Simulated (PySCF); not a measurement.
# Diatomics of Br with the fourth-period p block

r²SCAN with double-zeta basis sets in PySCF, for the lowest determinant that a PBE0 search found; no spin–orbit coupling. De refers to high-spin ground-configuration atoms. A positive dipole means M(−)Br(+).

```csv
M,basis,state (unpaired electrons),Re (Å),ωe (cm⁻¹),De (eV),μ (D)
Ga,x2c-SVPall,singlet (closed shell),2.357,274,4.47,-2.11
Ge,cc-pVDZ-PP,doublet (π ↑),2.341,292,3.70,-1.63
Se,x2c-SVPall,doublet (π ↑),2.283,321,2.55,-0.23
```

The shortest bond is that of SeBr (2.283 Å), the longest that of GaBr (2.357 Å). GaBr is bound most strongly (4.47 eV) and SeBr least (2.55 eV).

The rows differ in basis set, which adds steps of its own.

The state changes along the series, so neighbouring rows are not always alike in their bonding.

States were picked by a PBE0 search and need not be the measured ground states.
